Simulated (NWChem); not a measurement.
System: SiClF, singlet; SMILES F[Si]Cl

Excerpt of the output:

```
             Northwest Computational Chemistry Package (NWChem) 7.3.0
             --------------------------------------------------------

                             Geometry "geometry" -> ""
                             -------------------------

 Output coordinates in angstroms (scale by  1.889725989 to convert to a.u.)

  No.       Tag          Charge          X              Y              Z
 ---- ---------------- ---------- -------------- -------------- --------------
    1 Si                  14.0000     0.66246700    -0.59986800     0.00000000
    2 F                    9.0000    -0.69649200    -1.52965200     0.00000000
    3 Cl                  17.0000    -0.17485400     1.33762800     0.00000000

 Effective nuclear repulsion energy (a.u.)     127.9445424933

                                 NWChem DFT Module
                                 -----------------

 Summary of "ao basis" -> "ao basis" (spherical)
 ------------------------------------------------------------------------------
       Tag                 Description            Shells   Functions and Types
 ---------------- ------------------------------  ------  ---------------------
 Si                          6-31g*                  8       18   4s3p1d
 F                           6-31g*                  6       14   3s2p1d
 Cl                          6-31g*                  8       18   4s3p1d

 in cosmo_initialize ...
 calling solv_data for solv:dioxane

 solvent parameters
 solvname_short: dioxane
 solvname_long:  1,4-dioxane
 dielec:        2.2099
 dielecinf:     2.0232
 nonaqueous SMD model solvent descriptors
 dielec:        2.2099
 sola:          0.0000
 solb:          0.6400
 solc:          0.0000
 solg:         47.1400
 solh:          0.0000
 soln:          1.4224

          ---------------
          -cosmo- solvent
          ---------------
 Cosmo: York-Karplus, doi: 10.1021/jp992097l
 dielectric constant -eps-     =   2.21
 screen = (eps-1)/(eps    )    =   0.54749
 surface charge correction     = lagrangian

   van der Waals surface
 --------------------------

[...]

                                COSMO-SMD solvation results
                                ---------------------------

             internal energy in gas <Psi(g)|H|Psi(g)> =      -849.597482779403
         internal energy in solvent <Psi(s)|H|Psi(s)> =      -849.597371839621
                               delta internal energy  =         0.000110939782 (    0.07 kcal/mol)
   total free energy in solvent <Psi(s)|H+V/2|Psi(s)> =      -849.599422813759
 polarization energy contribution <Psi(s)|V/2|Psi(s)> =        -0.002050974139 (   -1.29 kcal/mol)
    total free energy in solvent including G(SMD-CDS) =      -849.600658662034
                       G(SMD-CDS) energy contribution =        -0.001235848275 (   -0.78 kcal/mol)
     1 M fixed-concentration free energy of solvation =        -0.003175882632 (   -1.99 kcal/mol)

                       DFT Final Molecular Orbital Analysis
                       ------------------------------------

 Vector   18  Occ=2.000000D+00  E=-3.464166D-01
              MO Center= -1.4D-01,  1.2D+00, -7.1D-09, r^2= 1.5D+00
   Bfn.  Coefficient  Atom+Function         Bfn.  Coefficient  Atom+Function
  ----- ------------  ---------------      ----- ------------  ---------------
    41      0.688137  3 Cl pz                45      0.384876  3 Cl pz
    37     -0.270757  3 Cl pz                 9      0.122232  1 Si pz
    23     -0.121139  2 F  pz                27     -0.095590  2 F  pz
    15      0.049343  1 Si d -1               5     -0.047167  1 Si pz
    13      0.042191  1 Si pz

 Vector   19  Occ=2.000000D+00  E=-3.385303D-01
              MO Center= -1.2D-01,  1.1D+00,  7.1D-09, r^2= 1.7D+00
   Bfn.  Coefficient  Atom+Function         Bfn.  Coefficient  Atom+Function
  ----- ------------  ---------------      ----- ------------  ---------------
    39      0.561124  3 Cl px                40      0.406983  3 Cl py
    43      0.301357  3 Cl px                35     -0.219936  3 Cl px
    44      0.215837  3 Cl py                22      0.165157  2 F  py
    36     -0.158655  3 Cl py                26      0.122861  2 F  py
     7      0.105833  1 Si px                10      0.060277  1 Si s

 Vector   20  Occ=2.000000D+00  E=-2.859693D-01
              MO Center=  6.8D-01, -2.9D-01, -2.7D-11, r^2= 3.0D+00
   Bfn.  Coefficient  Atom+Function         Bfn.  Coefficient  Atom+Function
  ----- ------------  ---------------      ----- ------------  ---------------
    10      0.459871  1 Si s                  6      0.427342  1 Si s
    39     -0.322499  3 Cl px                 7      0.317632  1 Si px
    40      0.268634  3 Cl py                21     -0.224673  2 F  px
    43     -0.207797  3 Cl px                 2     -0.197253  1 Si s
    25     -0.172670  2 F  px                44      0.159018  3 Cl py

 Vector   21  Occ=0.000000D+00  E=-9.746017D-02
              MO Center=  6.1D-01, -5.3D-01,  2.6D-09, r^2= 2.8D+00
   Bfn.  Coefficient  Atom+Function         Bfn.  Coefficient  Atom+Function
  ----- ------------  ---------------      ----- ------------  ---------------
     9      0.633650  1 Si pz                13      0.505100  1 Si pz
    41     -0.232932  3 Cl pz                 5     -0.223228  1 Si pz
    23     -0.205275  2 F  pz                45     -0.205431  3 Cl pz
    27     -0.191207  2 F  pz                37      0.088465  3 Cl pz
    47     -0.034396  3 Cl d -1              17     -0.025948  1 Si d  1

[...]
```

Level: B3LYP/6-31G* (spherical d), SMD on the gas-phase geometry. Low-valent species are run as closed-shell singlets; no triplet was tried in these runs. Structure relaxed at the PBE-D3(BJ)/def2-SVP level. Solvent: 1,4-dioxane.

Problem. Write an input that gives this output.

Solution. One answer among several that fit: the input that was run:
```
start job
memory heap 200 mb stack 900 mb global 1100 mb
geometry units angstroms noautosym nocenter noautoz
  Si     0.662467    -0.599868     0.000000
  F     -0.696492    -1.529652     0.000000
  Cl    -0.174854     1.337628     0.000000
end
basis spherical
  * library 6-31g*
end
dft
  xc b3lyp
  iterations 150
end
cosmo
  do_cosmo_smd true
  solvent dioxane
end
task dft energy
```
